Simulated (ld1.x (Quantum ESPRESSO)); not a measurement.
**Scattering properties, TM potential for carbon**

- Element: C
- Generator: ld1.x (Quantum ESPRESSO) 7.5
- Type: norm-conserving Troullier–Martins (Kleinman–Bylander form)
- Functional: PBEsol
- Relativity: scalar-relativistic
- Frozen core: none
- Valence charge: 6
- Reference configuration: 1s2 2s2 2p2
- Partial waves: 2p (bound): rc 2.50 bohr; 3d channel at 0.45 Ry: rc 1.90 bohr; 1s (bound): rc 0.30 bohr
- Local potential: the s channel
- Core correction: none

Occupied shells without a wave of their own: 2s. They enter only through the test configuration that unscreens the potential.

The phase is arctan(r·u′/u) with u = r·R(r), unwrapped; energies in Ry, scanned from -22 to 5 Ry. A pole is an energy at which the radial function vanishes at the test radius. The pseudo phase is shifted by a multiple of π to meet the all-electron one at the reference energy, and phase errors are pseudo minus all-electron; the curves can meet again beyond the range given. Levels narrower than the energy grid can be missing from the lists of poles.

```csv
channel,radius (bohr),reference energy (Ry),"poles, all-electron","poles, pseudo",unbroken range about the reference energy with phases within 0.05 rad,phase error 1 Ry above the reference energy (rad)
s,2.69,-19.99,"-0.71, 4.45","-0.70, 4.47",the whole range,+0.000
p,2.69,-0.38,"-0.02, 4.29",-0.02,below 1.1,+0.014
d,2.69,0.45,2.93,2.94,below 4.9,+0.000
```

A Bessel basis up to 400 Ry misses an occupied level by 0.35 Ry, so cutoffs and ghosts were not judged.

Phases in the s channel:

```tsv
E (Ry)	all-electron	pseudo
-22.00	1.491	1.491
-21.40	1.490	1.490
-20.80	1.488	1.488
-20.20	1.487	1.487
-19.60	1.486	1.486
-19.00	1.484	1.484
-18.40	1.483	1.483
-17.80	1.482	1.482
-17.20	1.480	1.480
-16.60	1.478	1.478
-16.00	1.476	1.476
-15.40	1.474	1.474
-14.80	1.472	1.472
-14.20	1.470	1.470
-13.60	1.468	1.468
-13.00	1.466	1.466
-12.40	1.463	1.463
-11.80	1.460	1.460
-11.20	1.457	1.457
-10.60	1.454	1.454
-10.00	1.450	1.450
-9.40	1.446	1.446
-8.80	1.442	1.442
-8.20	1.437	1.437
-7.60	1.431	1.431
-7.00	1.425	1.425
-6.40	1.417	1.417
-5.80	1.408	1.408
-5.20	1.398	1.398
-4.60	1.385	1.385
-4.00	1.369	1.369
-3.40	1.346	1.346
-2.80	1.313	1.313
-2.20	1.253	1.253
-1.60	1.075	1.077
-1.00	-1.149	-1.129
-0.40	-1.707	-1.704
0.20	-1.863	-1.860
0.80	-2.080	-2.074
1.40	-2.734	-2.712
2.00	-4.001	-3.986
2.60	-4.425	-4.420
3.20	-4.575	-4.572
3.80	-4.654	-4.652
4.40	-4.708	-4.707
5.00	-4.753	-4.751
```
